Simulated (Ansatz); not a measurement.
`[SnH3]/[CH]=[C]1\[CH2][AlH]1`, charge 0, multiplicity 1.

**Question.** Give a relaxed structure at PBE0-D4/def2-TZVP (Ansatz 0.2.0). (Best estimate.)

**Answer.** Computed: 
```xyz
12

Sn   -0.2152    2.1325   -0.1490
C    -0.8093    0.2016   -0.8412
C    -0.3948   -0.9116   -0.2499
C     0.6572   -1.1091    0.8556
Al    0.2527   -2.6825   -0.1784
H    -0.9971    3.3372   -1.0785
H    -0.6317    2.3406    1.4955
H     1.4763    2.3470   -0.2963
H    -1.4813    0.1448   -1.6950
H     0.2079   -1.1649    1.8545
H     1.5192   -0.4387    0.8638
H     0.4162   -4.1971   -0.5811
```
This is one stationary point; other conformers may exist.
